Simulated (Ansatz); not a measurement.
Molecule: C4F10, charge 0, multiplicity 1. 
Coordinates optimised at B3LYP-D3(BJ)/def2-TZVP (Ansatz, a first-principles code):
```
C
F 1 1.3459
F 1 1.3478 2 108.80
C 1 1.5575 2 107.67 3 -116.14
F 4 1.3328 1 108.82 2 66.50
F 4 1.3336 5 108.90 1 -120.98
F 4 1.3345 5 108.56 6 -118.73
C 1 1.5656 2 108.75 3 115.20
F 8 1.3459 1 108.75 2 -169.46
F 8 1.3478 9 108.80 1 -115.20
C 8 1.5575 9 107.67 10 -116.14
F 11 1.3328 8 108.82 9 66.50
F 11 1.3336 12 108.90 8 -120.98
F 11 1.3345 12 108.56 13 -118.73
```

Basis-set convergence of Hartree-Fock and MP2 correlation energies (hartree) with Ansatz. Cores are frozen in the correlated levels unless marked. Spin-orbit coupling is left out. Non-relativistic.

```json
[
 {"basis": "cc-pVDZ", "functions": "196", "E(HF)": "-1145.90827", "E(corr, MP2)": "-2.36672"},
 {"basis": "cc-pVTZ", "functions": "420", "E(HF)": "?", "E(corr, MP2)": "?"}
]
```

Fill in the missing entries.


- cc-pVTZ, E(HF): -1146.29548
- cc-pVTZ, E(corr, MP2): -3.11134
